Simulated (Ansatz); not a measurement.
Geometry optimisation, RKS PBE-D4/6-31G* (Ansatz 0.2.0).

Input file:

```yaml
crystal:
  periodic: [false, false, false]
  atoms:
    - { symbol: B, position_ang: [0.0, 0.0, 0.0] }
    - { symbol: F, position_ang: [0.0, 0.0, 1.67] }
    - { symbol: H, position_ang: [1.0305, 0.0, -0.595] }
    - { symbol: H, position_ang: [-1.0305, 0.0, -0.595] }
    - { symbol: "N", position_ang: [0.0773, -1.7539, 0.5833] }
    - { symbol: H, position_ang: [-0.441, -2.5119, 0.0539] }
    - { symbol: Si, position_ang: [1.0434, -2.1779, 2.0663] }
    - { symbol: H, position_ang: [1.2276, -3.6248, 2.1308] }
    - { symbol: H, position_ang: [2.3474, -1.5244, 2.0018] }
    - { symbol: H, position_ang: [0.3313, -1.7252, 3.2578] }
    - { symbol: H, position_ang: [0.0473, -1.0728, 1.5337] }
basis:
  gaussian: { orbitals: "6-31G*" }
hamiltonian:
  xc: pbe
  dispersion: d4
relax:
  f_tol: 0.15
  max_steps: 25
  restrain:
    - { distance: [0, 4], at: 2.75, k: 30.0 }
    - { distance: [10, 1], at: 2.12, k: 30.0 }
    - { distance: [0, 1], at: 1.32, k: 30.0 }
    - { distance: [10, 4], at: 1.06, k: 30.0 }
```

Run as:

```bash
$ ansatz run input.yaml --threads 1 --pin off --max-ram 2048MiB --backend cpu --events-out ev --progress --plain --runs-dir out
```

**Question.** Where does it end, and by what steps?

**Answer.** The forces met the threshold. The restraints hold the end off the free minimum. After 20 steps the energy has fallen by 4.095 eV (the restraints' own energy left out); F2 moved furthest, 1.39 Å. Parted: Si7–H11 (1.58 → 2.42 Å).

```tsv
step	energy less start (eV)	largest force component (eV/Å)	accepted
0	0.0000	6.485	yes
1	-0.7431	4.454	yes
2	-1.3394	4.316	yes
3	-1.9726	3.099	yes
4	-3.0162	2.921	yes
5	-3.5660	2.253	yes
6	-3.8324	1.398	yes
7	-3.9815	0.978	yes
8	-4.0174	0.854	yes
9	-3.9901	0.868	no
10	-4.0318	0.758	yes
11	-4.0420	0.686	yes
12	-4.0425	0.645	no
13	-4.0452	0.667	yes
14	-4.0516	0.670	yes
15	-4.0596	0.676	yes
16	-4.0676	0.681	yes
17	-4.0740	0.677	yes
18	-4.0811	0.841	yes
19	-4.0670	0.927	no
20	-4.0953	0.717	yes
```

```xyz
11
Properties=species:S:1:pos:R:3
B 0.118 0.323 -0.306
F -0.567 0.838 0.721
H 1.323 0.387 -0.265
H -0.515 -0.053 -1.263
N -0.192 -1.922 1.232
H -0.837 -2.641 0.898
Si 1.190 -2.443 2.187
H 1.778 -3.637 1.497
H 2.169 -1.308 2.215
H 0.894 -2.834 3.615
H -0.729 -1.101 1.576
```

Time of the run: 62 s on 1 thread of Arm Neoverse V1 (shared host), peak memory 0.14 GiB.
